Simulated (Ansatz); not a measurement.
Born–Oppenheimer molecular dynamics of CH7B2FSi (12 atoms, charge 0, multiplicity 1). It starts from a relaxed structure.

Theory: RKS PBE0/STO-3G (Ansatz).

```
ensemble                      : NVE (velocity Verlet)
time step                     : 0.5 fs
steps asked                   : 600
starting velocities drawn for : 500 K
seed                          : 20287
```

Frames 0.5 fs apart, positions in Å, forces in eV/Å.

Velocities at 20.0 fs (Å/ps):

```
B 2.96 3.25 -5.41
Si -0.81 -0.68 -1.80
C 2.22 -5.93 2.12
B 1.12 3.07 4.11
F -1.61 1.30 -0.66
H 15.34 0.14 5.21
H 13.88 -13.06 29.93
H -8.46 16.51 -1.78
H -2.35 -7.87 35.26
H -25.43 -4.59 -13.15
H -7.29 -0.16 -10.83
H -3.12 6.20 6.56
```

```xyz
12
Properties=species:S:1:pos:R:3:forces:R:3 time_fs=20.0 energy_less_start_eV=0.344 T=236
B -1.575 -0.087 1.564 -0.24 -1.23 -0.67
Si 0.146 -0.492 0.661 1.14 1.46 1.50
C 0.361 0.962 -0.776 2.52 -1.32 0.88
B 1.100 -0.131 -1.539 -0.63 0.88 0.58
F -0.842 1.445 -1.112 -2.25 0.90 -1.01
H -1.673 0.532 2.540 0.13 0.44 0.24
H -2.569 -0.639 1.185 0.56 0.51 0.09
H 0.126 -1.825 0.158 0.02 -0.56 -0.26
H 1.326 -0.339 1.599 -1.23 -0.23 -1.02
H 0.995 1.749 -0.329 0.09 0.08 0.52
H 0.506 -0.733 -2.270 -0.96 -1.07 -1.29
H 2.190 -0.429 -1.364 0.85 0.14 0.45
12
Properties=species:S:1:pos:R:3:forces:R:3 time_fs=20.5 energy_less_start_eV=0.341 T=238
B -1.574 -0.086 1.561 -0.11 -1.11 -0.41
Si 0.146 -0.492 0.660 1.24 1.65 1.68
C 0.362 0.959 -0.775 2.06 -1.35 0.73
B 1.101 -0.130 -1.537 -0.81 0.60 0.24
F -0.843 1.446 -1.112 -2.13 0.79 -0.99
H -1.665 0.533 2.543 0.13 0.39 0.12
H -2.561 -0.645 1.200 0.38 0.44 0.00
H 0.122 -1.818 0.157 0.03 -0.75 -0.33
H 1.323 -0.343 1.616 -1.33 -0.24 -1.16
H 0.983 1.746 -0.335 0.38 0.32 0.71
H 0.502 -0.735 -2.277 -0.73 -0.86 -1.02
H 2.189 -0.426 -1.360 0.89 0.12 0.44
12
Properties=species:S:1:pos:R:3:forces:R:3 time_fs=21.0 energy_less_start_eV=0.332 T=245
B -1.572 -0.085 1.558 0.06 -0.95 -0.12
Si 0.145 -0.493 0.660 1.28 1.77 1.79
C 0.364 0.955 -0.774 1.58 -1.31 0.60
B 1.101 -0.128 -1.535 -0.96 0.23 -0.16
F -0.844 1.447 -1.113 -1.98 0.67 -0.95
H -1.657 0.534 2.546 0.14 0.33 -0.03
H -2.553 -0.650 1.215 0.17 0.34 -0.11
H 0.118 -1.812 0.155 0.04 -0.89 -0.38
H 1.317 -0.348 1.629 -1.37 -0.23 -1.24
H 0.971 1.745 -0.339 0.64 0.53 0.87
H 0.495 -0.738 -2.286 -0.45 -0.59 -0.67
H 2.191 -0.422 -1.355 0.85 0.11 0.42
12
Properties=species:S:1:pos:R:3:forces:R:3 time_fs=21.5 energy_less_start_eV=0.321 T=254
B -1.571 -0.084 1.556 0.25 -0.76 0.18
Si 0.145 -0.492 0.659 1.25 1.81 1.83
C 0.366 0.952 -0.773 1.12 -1.19 0.51
B 1.101 -0.126 -1.533 -1.04 -0.19 -0.59
F -0.846 1.448 -1.113 -1.80 0.54 -0.90
H -1.649 0.536 2.549 0.14 0.26 -0.19
H -2.544 -0.654 1.230 -0.06 0.22 -0.21
H 0.114 -1.808 0.152 0.04 -0.95 -0.41
H 1.308 -0.353 1.640 -1.34 -0.22 -1.28
H 0.961 1.745 -0.341 0.84 0.66 0.98
H 0.487 -0.743 -2.297 -0.13 -0.29 -0.30
H 2.194 -0.418 -1.349 0.73 0.12 0.38
12
Properties=species:S:1:pos:R:3:forces:R:3 time_fs=22.0 energy_less_start_eV=0.309 T=263
B -1.569 -0.083 1.553 0.45 -0.55 0.46
Si 0.145 -0.492 0.659 1.15 1.76 1.77
C 0.368 0.948 -0.771 0.70 -0.95 0.48
B 1.101 -0.124 -1.531 -1.03 -0.62 -0.99
F -0.848 1.449 -1.114 -1.59 0.40 -0.84
H -1.640 0.539 2.552 0.13 0.19 -0.34
H -2.535 -0.658 1.244 -0.30 0.10 -0.31
H 0.110 -1.807 0.148 0.05 -0.95 -0.40
H 1.296 -0.359 1.648 -1.24 -0.21 -1.25
H 0.953 1.746 -0.341 0.94 0.70 1.02
H 0.479 -0.748 -2.309 0.17 0.00 0.07
H 2.200 -0.414 -1.343 0.55 0.14 0.32
12
Properties=species:S:1:pos:R:3:forces:R:3 time_fs=22.5 energy_less_start_eV=0.296 T=273
B -1.568 -0.082 1.550 0.63 -0.36 0.72
Si 0.145 -0.492 0.659 1.00 1.63 1.63
C 0.371 0.944 -0.769 0.35 -0.60 0.51
B 1.101 -0.122 -1.529 -0.93 -1.02 -1.34
F -0.849 1.450 -1.115 -1.36 0.26 -0.77
H -1.631 0.543 2.554 0.12 0.12 -0.48
H -2.527 -0.661 1.258 -0.52 -0.02 -0.39
H 0.106 -1.808 0.143 0.06 -0.87 -0.37
H 1.280 -0.365 1.652 -1.08 -0.18 -1.17
H 0.947 1.749 -0.339 0.96 0.63 1.00
H 0.472 -0.754 -2.320 0.44 0.25 0.41
H 2.207 -0.410 -1.335 0.32 0.16 0.26
12
Properties=species:S:1:pos:R:3:forces:R:3 time_fs=23.0 energy_less_start_eV=0.284 T=282
B -1.566 -0.082 1.547 0.77 -0.20 0.93
Si 0.146 -0.492 0.659 0.77 1.42 1.41
C 0.373 0.939 -0.768 0.06 -0.13 0.60
B 1.100 -0.121 -1.528 -0.76 -1.38 -1.63
F -0.852 1.451 -1.116 -1.11 0.12 -0.70
H -1.621 0.546 2.554 0.11 0.07 -0.59
H -2.520 -0.665 1.270 -0.69 -0.12 -0.45
H 0.102 -1.811 0.138 0.08 -0.72 -0.31
H 1.263 -0.372 1.654 -0.86 -0.15 -1.03
H 0.943 1.754 -0.334 0.89 0.44 0.91
H 0.466 -0.759 -2.331 0.66 0.46 0.68
H 2.214 -0.405 -1.327 0.07 0.19 0.18
12
Properties=species:S:1:pos:R:3:forces:R:3 time_fs=23.5 energy_less_start_eV=0.275 T=289
B -1.564 -0.081 1.545 0.86 -0.09 1.08
Si 0.146 -0.491 0.659 0.49 1.14 1.10
C 0.376 0.935 -0.766 -0.17 0.41 0.73
B 1.099 -0.120 -1.526 -0.54 -1.68 -1.84
F -0.854 1.452 -1.117 -0.85 -0.01 -0.61
H -1.612 0.550 2.554 0.09 0.04 -0.67
H -2.515 -0.668 1.282 -0.81 -0.18 -0.49
H 0.099 -1.816 0.131 0.09 -0.53 -0.23
H 1.243 -0.379 1.653 -0.57 -0.11 -0.82
H 0.942 1.759 -0.327 0.76 0.18 0.76
H 0.461 -0.762 -2.340 0.83 0.62 0.89
H 2.222 -0.400 -1.318 -0.18 0.22 0.10
12
Properties=species:S:1:pos:R:3:forces:R:3 time_fs=24.0 energy_less_start_eV=0.271 T=292
B -1.562 -0.080 1.543 0.87 -0.04 1.16
Si 0.146 -0.490 0.659 0.16 0.83 0.72
C 0.379 0.931 -0.764 -0.36 0.97 0.88
B 1.099 -0.119 -1.526 -0.28 -1.90 -1.96
F -0.856 1.453 -1.118 -0.59 -0.14 -0.52
H -1.602 0.554 2.551 0.07 0.02 -0.71
H -2.512 -0.672 1.292 -0.85 -0.20 -0.50
H 0.096 -1.821 0.124 0.10 -0.30 -0.13
H 1.221 -0.387 1.651 -0.24 -0.07 -0.56
H 0.942 1.766 -0.318 0.58 -0.13 0.58
H 0.458 -0.765 -2.347 0.94 0.72 1.02
H 2.229 -0.394 -1.310 -0.42 0.23 0.02
12
Properties=species:S:1:pos:R:3:forces:R:3 time_fs=24.5 energy_less_start_eV=0.275 T=289
B -1.560 -0.080 1.541 0.81 -0.06 1.19
Si 0.146 -0.489 0.659 -0.22 0.50 0.29
C 0.381 0.927 -0.762 -0.52 1.52 1.03
B 1.098 -0.119 -1.526 -0.01 -2.03 -2.00
F -0.858 1.454 -1.119 -0.33 -0.26 -0.43
H -1.592 0.558 2.547 0.05 0.03 -0.70
H -2.510 -0.677 1.301 -0.82 -0.18 -0.49
H 0.093 -1.828 0.117 0.12 -0.06 -0.03
H 1.199 -0.394 1.647 0.15 -0.03 -0.26
H 0.944 1.771 -0.307 0.39 -0.44 0.38
H 0.457 -0.765 -2.351 1.00 0.76 1.08
H 2.235 -0.388 -1.301 -0.62 0.24 -0.05
12
Properties=species:S:1:pos:R:3:forces:R:3 time_fs=25.0 energy_less_start_eV=0.285 T=281
B -1.557 -0.079 1.539 0.68 -0.13 1.15
Si 0.147 -0.489 0.659 -0.62 0.18 -0.18
C 0.383 0.923 -0.759 -0.68 2.01 1.16
B 1.097 -0.119 -1.526 0.26 -2.06 -1.96
F -0.861 1.455 -1.121 -0.07 -0.37 -0.33
H -1.581 0.562 2.542 0.02 0.06 -0.66
H -2.511 -0.682 1.309 -0.71 -0.11 -0.46
H 0.090 -1.835 0.109 0.13 0.18 0.07
H 1.178 -0.402 1.642 0.55 0.02 0.09
H 0.946 1.776 -0.296 0.21 -0.73 0.19
H 0.459 -0.764 -2.353 0.99 0.74 1.07
H 2.240 -0.381 -1.292 -0.77 0.23 -0.12
12
Properties=species:S:1:pos:R:3:forces:R:3 time_fs=25.5 energy_less_start_eV=0.301 T=269
B -1.555 -0.079 1.538 0.49 -0.26 1.06
Si 0.147 -0.488 0.659 -1.02 -0.13 -0.65
C 0.386 0.920 -0.757 -0.83 2.41 1.25
B 1.096 -0.120 -1.526 0.50 -2.00 -1.83
F -0.863 1.456 -1.122 0.18 -0.46 -0.24
H -1.571 0.567 2.534 0.00 0.10 -0.58
H -2.514 -0.687 1.316 -0.55 -0.01 -0.42
H 0.088 -1.841 0.102 0.15 0.39 0.16
H 1.158 -0.410 1.638 0.96 0.05 0.44
H 0.949 1.779 -0.284 0.05 -0.97 0.01
H 0.463 -0.761 -2.352 0.93 0.67 0.98
H 2.243 -0.373 -1.283 -0.87 0.20 -0.18
```

Of the whole run (300 fs, mean temperature of the second half 244 K): The conserved energy stayed within 0.36 meV per atom of its start (net change 0.14 meV per atom), so the integration is sound. The temperature averaged 0.49 of the 500 K drawn at the start: a run that starts near a minimum puts about half its kinetic energy into the potential. A run of 0.3 ps of so small a system gives no equilibrium averages. Limits of this set-up: minimal basis.

The run took 15 min on 1 thread of Arm Neoverse V2, with other jobs on the host, peak memory 0.08 GiB.
